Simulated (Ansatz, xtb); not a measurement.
**Ranking isomers of C6H8S**

7 gas-phase structures of C6H8S, from a drawn sample of its isomers (lower ones may exist). Each was relaxed with GFN2-xTB:

A. `C=C/C=C\C=C/S`, a singlet
B. `C=CC(C=C)=CS`, a singlet
C. `C=CC(=C)/C=C\S`, a singlet
D. `C=C/C=C/C=C\S`, a singlet
E. `C=CC(=C)/C=C/S`, a singlet
F. `C=C/C=C\C=C\S`, a singlet
G. `C=C/C=C/C=C/S`, a singlet

Task: Make a reasoned guess at their ranking by r2SCAN-D4/def2-SVP//GFN2-xTB single-point energy.

Result: Calculated order at r2SCAN-D4/def2-SVP//GFN2-xTB: G (0.000), D (0.011), F (0.083), A (0.102), C (0.330), B (0.344), E (0.381) eV. Less than 1 kcal/mol parts G and D; F and A; C and B; B and E, so the order within those pairs means little.

Energies above the lowest of each column, in eV; the last columns are at r2SCAN-D4/def2-SVP geometries and were run for some of them only (a dash: not run or not comparable):

| structure | GFN2-xTB | HF/STO-3G | r2SCAN-D4/def2-SVP//GFN2-xTB | r2SCAN-D4/def2-SVP | CCSD(T)/def2-SVP + ΔMP2/def2-TZVPP |
| --- | --- | --- | --- | --- | --- |
| G | 0.000 | 0.000 | 0.000 | 0.000 | 0.000 |
| D | 0.092 | 0.060 | 0.011 | 0.018 | 0.001 |
| F | 0.144 | 0.108 | 0.083 | 0.093 | 0.068 |
| A | 0.145 | 0.188 | 0.102 | 0.109 | 0.089 |
| C | 0.361 | 0.296 | 0.330 | 0.328 | 0.163 |
| B | 0.291 | 0.323 | 0.344 | 0.324 | 0.183 |
| E | 0.327 | 0.290 | 0.381 | – | – |

Every level run on G puts it lowest or level with the lowest. Flexible structures stand in one conformer each, not always the lowest. Frequencies (GFN2-xTB) were run for A, B, C, D, F, G alone. ΔMP2 is the change of the MP2 energy from the smaller to the larger basis.

Over these structures GFN2-xTB departs from r2SCAN-D4/def2-SVP//GFN2-xTB by 0.044 eV on average once a common shift is removed. A GFN2-xTB relaxation took about 0.091 s and the r2SCAN-D4/def2-SVP//GFN2-xTB energy about 3.3 s on a shared host (Ansatz 0.2.0, xtb 6.7.1).
